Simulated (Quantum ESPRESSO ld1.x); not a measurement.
Neutral rhodium, 45 electrons, occupied as [Kr] 4d8 5s1.

Method: Dirac Kohn-Sham, PBE, spin-unpolarised, spherical densities, point nucleus; open shells fill j = l - 1/2 first; computed with ld1.x of Quantum ESPRESSO 7.5.

Energy parts (eV):
part                   energy
total                 -130208
kinetic                135749
electron-nucleus      -315235
Hartree                 53055
exchange-correlation    -3777

Orbitals (lengths in bohr, moments of r in powers of bohr; r(max) is where P^2 peaks):
| orbital | occ. | eigenvalue (eV) | r(max) |
|---|---|---|---|
| 1s1/2 | 2 | -23026.3 | 0.021 |
| 2s1/2 | 2 | -3337.37 | 0.120 |
| 2p1/2 | 2 | -3089.88 | 0.093 |
| 2p3/2 | 4 | -2945.27 | 0.097 |
| 3s1/2 | 2 | -596.348 | 0.351 |
| 3p1/2 | 2 | -499.501 | 0.337 |
| 3p3/2 | 4 | -474.622 | 0.348 |
| 3d3/2 | 4 | -303.214 | 0.290 |
| 3d5/2 | 6 | -298.308 | 0.292 |
| 4s1/2 | 2 | -82.3954 | 0.881 |
| 4p1/2 | 2 | -53.0251 | 0.924 |
| 4p3/2 | 4 | -49.1307 | 0.954 |
| 4d3/2 | 4 | -6.1458 | 1.14 |
| 4d5/2 | 4 | -5.7548 | 1.16 |
| 5s1/2 | 1 | -4.2944 | 2.66 |

The highest occupied level is 5s1/2 at -4.294 eV. Summed over all electrons, <r^2> = 51.58 bohr^2, which gives a Langevin (diamagnetic) susceptibility term of -40.9 x 10^-6 cm^3/mol. The density falls to 0.001 e/bohr^3 at r = 4.41 bohr.
